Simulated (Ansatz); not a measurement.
A nudged elastic band was laid between two geometries of GaH3O (5 atoms, charge 0, multiplicity 1).

Method: Ansatz, RKS B3LYP-D4/def2-TZVP.

```yaml
movable_images: 7
climbing_image: yes
spring: 5.0 eV/Å²
optimiser: quadratic models (default)
start_path: through a guess of the saddle point
force_threshold: 0.05 eV/Å
iteration_limit: 60
end_points: relaxed
```

Image 0:

```xyz
5
Properties=species:S:1:pos:R:3
O 0.805 -0.726 0.696
Ga -0.158 0.449 -0.267
H 0.408 -1.599 0.774
H -1.514 -0.049 -0.870
H 0.509 1.851 -0.376
```

Image 8:

```xyz
5
Properties=species:S:1:pos:R:3
O 0.853 -0.003 0.225
Ga -0.956 0.745 -1.267
H 0.363 -0.662 0.731
H -1.560 -0.698 -0.576
H 1.349 0.544 0.845
```

**Question.** Which bonds break or form, and what moves?

**Answer.** Bonds broken: Ga2–H5. Bonds formed: O1–H5. GaH3O becomes GaH + H2O.

**Question.** Give the energies along the band, and the barrier.

**Answer.** The run converged. The highest image is number 4 of 0 to 8, 57.9 kcal/mol above the first end and 36.3 kcal/mol above the last; the last end lies 21.6 kcal/mol above the first. The profile has 2 maxima (images 1, 4) with wells between them (image 2): this band takes more than one step, which may be the mechanism or a detour left from its start path. Neighbouring images differ by up to 1.7 eV, so the band resolves the path poorly. A vibrational analysis at the climbing image gives one clearly imaginary mode, 1431i cm⁻¹: a first-order saddle point. The orbitals stay closed-shell, which can raise the energy where a bond breaks towards radicals; this wasn't checked here.

| image | path coordinate (Å) | energy (kcal/mol) | Ga2–H5 (Å) | O1–H5 (Å) |
| --- | --- | --- | --- | --- |
| 0 | 0.00 | 0.0 | 1.56 | 2.81 |
| 1 | 0.80 | 5.8 | 1.57 | 2.87 |
| 2 | 1.59 | 0.0 | 1.57 | 2.89 |
| 3 | 2.39 | 18.0 | 1.54 | 2.31 |
| 4 | 3.19 | 57.9 | 1.65 | 1.41 |
| 5 | 3.66 | 33.5 | 2.01 | 1.02 |
| 6 | 4.13 | 23.6 | 2.60 | 0.96 |
| 7 | 4.61 | 21.9 | 2.97 | 0.96 |
| 8 | 5.08 | 21.6 | 3.13 | 0.96 |

**Question.** What is the geometry of the highest image?

**Answer.** 
```xyz
5
Properties=species:S:1:pos:R:3
O 0.874 -0.486 0.262
Ga -0.544 0.685 -0.581
H 0.747 -1.076 1.022
H -1.819 -0.119 -1.106
H 0.791 0.922 0.361
```

The band took 13 iterations and of the order of 4 core-minutes.

Time of the run: 110 s on 2 threads of Arm Neoverse V1, on a shared host, peak memory 0.16 GiB.
